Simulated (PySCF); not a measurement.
# Frontier orbitals and the lowest excitations

Species: W(NH)2Br2 (singlet state).
Z-matrix (Å and degrees, PBE0-D3(BJ)/def2-SVP geometry), rows numbered from 1:
```
W 
N   1  1.7373
H   2  1.0165  1  155.91
N   1  1.7371  2  109.56  3    -0.08
H   4  1.0162  1  154.93  2    -0.14
Br  1  2.4374  2  107.72  3  -116.98
Br  1  2.4345  2  106.98  3   115.96
```

The calculation used PySCF 2.14.0, density-fitted response routines, TDDFT B3LYP/def2-SVPD, vertical, gas phase, core orbitals frozen in the response, def2 core potentials past Kr. Spin–orbit coupling is left out.

Kohn–Sham orbitals with the atoms that hold most of them (Löwdin shares over 4%, at most four atoms; ? is withheld):

```
orbital  ε (eV)                             atoms
 HOMO-3   -8.74  Br6 34%, Br7 32%, W1 12%, N2 10%
 HOMO-2   -8.09  Br7 34%, Br6 34%, N4 13%, N2 12%
 HOMO-1   -8.04                                 ?
   HOMO       ?                                 ?
   LUMO   -2.84   W1 57%, Br6 15%, Br7 15%, N2 5%
 LUMO+1   -1.80    W1 51%, N2 19%, N4 16%, Br7 5%
 LUMO+2   -1.69  W1 52%, N4 13%, Br7 12%, Br6 11%
```

Q: Which atoms hold the HOMO-1, and with what shares?

A: Br6 (bonded to W) 37%; Br7 (bonded to W) 36%; N2 (bonded to W and H) 10%; N4 (bonded to W and H) 10%. By element: bromine 74%, nitrogen 20%.

Q: Give the leading atoms of the HOMO.

A: N4 (bonded to W and H) 25%; N2 (bonded to W and H) 25%; Br7 (bonded to W) 20%; Br6 (bonded to W) 19%. By element: nitrogen 51%, bromine 39%.

Q: What is the HOMO energy, and the HOMO–LUMO gap?

A: ε(HOMO) = -7.90 eV; the gap is 5.05 eV (0.1857 hartree).

Q: How does S1 compare with the orbital gap of 5.05 eV?

A: S1 is at 3.92 eV (f = 0.0044), 1.14 eV below the gap, made of HOMO→LUMO (97%). 

Q: One configuration dominates each of S1, S2, S3 and S4. Which, and how do the shares of the two leading atoms of either orbital change from the occupied to the empty one?

A: 
- S1 (3.92 eV, f 0.0044), HOMO→LUMO (97%): N4 25% → at most 5%, N2 25% → 5%, W1 at most 11% → 57%, Br6 19% → 15%; the Löwdin share of tungsten is at most 11% in HOMO and 57% in LUMO (ligand-to-metal charge transfer by this measure)
- S2 (4.06 eV, f 0.0000), HOMO-1→LUMO (100%): Br6 37% → 15%, Br7 36% → 15%, W1 at most 7% → 57%; the Löwdin share of tungsten is at most 7% in HOMO-1 and 57% in LUMO (ligand-to-metal charge transfer by this measure)
- S3 (4.25 eV, f 0.033), HOMO-2→LUMO (87%): Br7 34% → 15%, Br6 34% → 15%, W1 at most 7% → 57%; the Löwdin share of tungsten is at most 7% in HOMO-2 and 57% in LUMO
- S4 (4.76 eV, f 0.010), HOMO→LUMO+1 (88%): N4 25% → 16%, N2 25% → 19%, W1 at most 11% → 51%; the Löwdin share of tungsten is at most 11% in HOMO and 51% in LUMO+1 (ligand-to-metal charge transfer by this measure)

Löwdin shares depend on the basis, the more so with diffuse functions.

The run took 2.0 min of wall time (grids of density and orbitals included) on Arm Neoverse V2, one thread, shared host, and the process peaked at 0.78 GiB of memory.
